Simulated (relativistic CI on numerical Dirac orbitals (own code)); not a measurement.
## Spin-allowed bands of a d3 ion in an octahedral site, by hand

Problem. A d3 ion in an octahedral site has a 4A2 ground term and spin-allowed bands at ν1 = 8500 and ν2 = 13538 cm⁻¹ (from a computed ligand-field model). Find Δ and the Racah parameter B, and predict the third band.

Working.
1. The F term splits into A2 (−1.2Δ), T2 (−0.2Δ) and T1 (+0.6Δ), so ν1 = E(T2) − E(A2) = Δ = 8500 cm⁻¹.
2. T1(F) mixes with T1(P), which lies at 15B, through an element 0.4Δ. The two roots, counted from A2, are ν2,3 = ½(15B + 3Δ) ∓ ½√[(15B − Δ)² + 12BΔ].
3. Solving the lower root for B gives B = (2ν1² + ν2² − 3ν1ν2)/(15ν2 − 27ν1) = -17441556/-26430 = 660 cm⁻¹.
4. The sum of the roots is 15B + 3Δ, so ν3 = 15B + 3ν1 − ν2 = 21861 cm⁻¹ (457 nm).

Check. The bands were computed by exact diagonalisation of the d3 shell with B = 660 and Δ = 8500 cm⁻¹, which gives ν3 = 21862 cm⁻¹. C does not enter the terms of highest spin.
